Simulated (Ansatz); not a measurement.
Frontier orbitals of C$_{3}$H$_{11}$SbSi (`C[CH](C)[SbH][SiH3]`).

Charge 0, multiplicity 1. Correlated methods include outer-core shells of Sb, which these sets cover unevenly. Sb: def2 effective core potential. Geometry: relaxed with PBE0-D4/def2-TZVP. It is one conformer, not always the lowest. Basis def2-TZVPP, Ansatz 0.2.0.

| functional | HOMO (eV) | LUMO (eV) |
| --- | --- | --- |
| HSE06 (plane-wave form) | -6.31 | -0.77 |

Question: Give HOMO and LUMO (eV) with LDA (SPW92), PBE, revPBE, BLYP, r2SCAN, B97M-V, PBE0, B3LYP, r2SCANh, r2SCAN0, BHLYP, CAM-B3LYP, LC-ωPBE, ωB97X-V, ωB97M-V. (Estimate.)

Answer: The calculation gave: 
```csv
functional,HOMO,LUMO
LDA (SPW92),-5.88,-1.37
PBE,-5.74,-1.17
revPBE,-5.69,-1.07
BLYP,-5.61,-1.05
r2SCAN,-5.95,-0.94
B97M-V,-5.97,-1.11
PBE0,-6.69,-0.41
B3LYP,-6.52,-0.60
r2SCANh,-6.31,-0.67
r2SCAN0,-6.84,-0.28
BHLYP,-7.53,0.39
CAM-B3LYP,-7.88,0.53
LC-ωPBE,-9.10,1.59
ωB97X-V,-8.81,1.47
ωB97M-V,-8.71,1.21
```

B3LYP here is the variant with VWN-RPA as its local correlation; programs differ in this. LC-ωPBE has ω = 0.4 bohr⁻¹. Positive LUMOs are unbound and depend on the basis.
